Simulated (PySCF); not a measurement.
**Orbital picture of MoCl**

PBE0 at R = 2.292 Å; basis Mo def2-TZVPPD with ECP28, Cl def2-TZVPPD; scalar-relativistic core potentials; PySCF 2.14. State: ⁶Σ⁺ (sextet), unpaired electrons σ ↑, π ↑↑, δ ↑↑. Only the outer orbitals are listed, counted within each symmetry, core potentials removing the inner ones.

```
spin  orbital  occ.  ε (eV)  on Mo (%)            main shells (%)
   α       7σ     1   -9.83         26           72 Cl p, 19 Mo d
   α       3π     1   -9.06         26           73 Cl p, 25 Mo d
   α       3π     1   -9.06         26           73 Cl p, 25 Mo d
   α       1δ     1   -6.76        100                   100 Mo d
   α       1δ     1   -6.75        100                   100 Mo d
   α       4π     1   -6.22         76           73 Mo d, 24 Cl p
   α       4π     1   -6.22         76           73 Mo d, 24 Cl p
   α       8σ     1   -6.14         98           57 Mo s, 41 Mo d
   α       9σ     0   -2.63         89  32 Mo p, 30 Mo s, 28 Mo d
   α       5π     0   -0.66        108                   106 Mo p
   α       5π     0   -0.66        108                   106 Mo p
   β       7σ     1   -9.56         15            83 Cl p, 9 Mo d
   β       3π     1   -8.50          6                    94 Cl p
   β       3π     1   -8.50          6                    94 Cl p
   β       8σ     0   -1.70        110           98 Mo s, 11 Mo d
   β       9σ     0   -0.82         91   56 Mo d, 31 Mo p, 8 Cl p
   β       4π     0   -0.67         94                    88 Mo d
```

Task: Which are the highest filled and the lowest empty level, where do they sit, and how wide is the gap?

Result: Highest filled α 8σ at -6.14 eV (in %: 57 Mo s, 41 Mo d); lowest empty α 9σ at -2.63 eV (in %: 32 Mo p, 30 Mo s, 28 Mo d); the gap at PBE0 is 3.51 eV.

* bond order (Mayer): 1.03
* ⟨S²⟩: 8.765
* charge on Mo (Mulliken, basis-dependent): 0.38
* charge on Mo (Löwdin, basis-dependent): 0.28
* dipole moment (positive dipole means Mo(−)Cl(+)): -4.52 D
* polarisability along the bond: 78.4 bohr³
* polarisability across the bond: 60.8 bohr³

Shares are Mulliken populations and can fall outside 0 to 100 %.

Spin–orbit coupling is left out. The state is the lowest single determinant that the PBE0 search found; with open d or f shells the true ground state can be another one.
